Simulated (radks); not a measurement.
The cadmium ion Cd47+, 1 electrons, occupied as 1s1. All-electron calculation, Dirac Kohn-Sham, PBE, spin-unpolarised, spherical densities, point nucleus. Program: a radial shooting solver on a logarithmic mesh with Libxc functionals.

Radial electron density D(r) = 4 pi r^2 rho(r):

```
   r/bohr * D(r) (the largest magnitude, 26.7, reaches the edge; | marks zero)
 0.002048 |   *
 0.002218 |    *
 0.002384 |     *
 0.002582 |     *
 0.002775 |      *
 0.002982 |       *
  0.00323 |        *
 0.003472 |         *
 0.003731 |          *
 0.004042 |            *
 0.004343 |             *
 0.004705 |               *
 0.005056 |                 *
 0.005434 |                  *
 0.005886 |                     *
 0.006326 |                       *
 0.006853 |                         *
 0.007364 |                           *
 0.007914 |                              *
 0.008573 |                                 *
 0.009213 |                                   *
 0.009901 |                                      *
  0.01073 |                                         *
  0.01153 |                                           *
  0.01249 |                                              *
  0.01342 |                                                *
  0.01442 |                                                  *
  0.01562 |                                                    *
  0.01679 |                                                     *
  0.01804 |                                                      *
  0.01954 |                                                      *
    0.021 |                                                      *
  0.02275 |                                                     *
  0.02445 |                                                   *
  0.02628 |                                                 *
  0.02846 |                                              *
  0.03059 |                                           *
  0.03314 |                                       *
  0.03561 |                                   *
  0.03827 |                               *
  0.04146 |                           *
  0.04455 |                      *
  0.04788 |                   *
  0.05186 |              *
  0.05574 |           *
  0.06038 |        *
  0.06489 |      *
  0.06973 |    *
  0.07554 |  *
  0.08118 | *
  0.08724 |*
   0.0945 |*
   0.1016 *
     0.11 *
   0.1182 *
```

D(r) has 1 maximum, at r = 0.0195 bohr.
